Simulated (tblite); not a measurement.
C5H5O2S (doublet state).
InChI=1S/C5H5O2S/c1-2-5-3-4-8(5,6)7/h1,4-5H,3H2/t5-/m0/s1

All values are computed: GFN2-xTB (tblite) harmonic vibrations without scaling, gas phase. Errors from tens to a few hundred cm⁻¹ against measured bands are possible. Open shells enter through the occupations alone, without spin polarisation, and single modes of such species can be off by tens of per cent.

Harmonic wavenumbers (cm⁻¹): 53.2, 100.2, 160.9, 201.5, 248.4, 322.6, 396.0, 429.9, 439.0, 461.4, 579.7, 620.8, 672.7, 699.9, 732.4, 844.4, 956.5, 988.1, 1014.0, 1085.1, 1096.0, 1120.0, 1157.2, 1221.6, 1249.2, 1260.3, 1426.0, 2271.3, 2896.8, 2935.0, 2994.8, 3124.4, 3398.7.

A = 2978, B = 1591, C = 1293 MHz; mass 129.001 u (most abundant isotopes); point group C1, symmetry number 1; spin multiplicity 2.

**Question.** Zero-point energy?

**Answer.** ½Σν̃ = 18579 cm⁻¹ = 53.12 kcal/mol.

**Question.** Give the ideal-gas entropy at 500 K and 1 bar in the rigid-rotor, harmonic-oscillator model (classical rotation).

**Answer.** Translation 43.07, rotation 29.89, vibration 37.87, spin (R ln 2) 1.38: S = 112.2 cal/(mol K).

**Question.** And Cp and H(500 K) − H(0)?

**Answer.** Cp = 45.03 cal/(mol K), of which vibrations give 37.08 (their classical limit is 33 R = 65.6); H(500 K) − H(0) = 13.91 kcal/mol without the zero-point energy, 9.93 from vibrations.

**Question.** Blend soft modes into free rotors: weight 1/[1 + (100 cm⁻¹/ν̃)⁴] for the oscillator and the rest for a rotor with moment μB/(μ + B), μ = h/(8π²ν), B = 10⁻⁴⁴ kg m². What vibrational entropy results?

**Answer.** 35.62 cal/(mol K) in place of 37.87, which changes −T·S at 500 K by +1.13 kcal/mol.

**Question.** What must be added to the electronic energy to get the Gibbs energy at 500 K and 1 bar?

**Answer.** ZPE + [H(500 K) − H(0)] − T·S = 53.12 + 13.91 − 56.11 = 10.92 kcal/mol.

Hindered rotation and anharmonicity are outside this model. The structure is chiral; the term R ln 2 for an equal mix with its mirror image is left out.

Time: 0.31 s of wall time. Hardware: one thread of an Arm Neoverse V2, no GPU, shared host with 96 logical CPUs at a one-minute load of 36. The figure is for the frequency step alone.
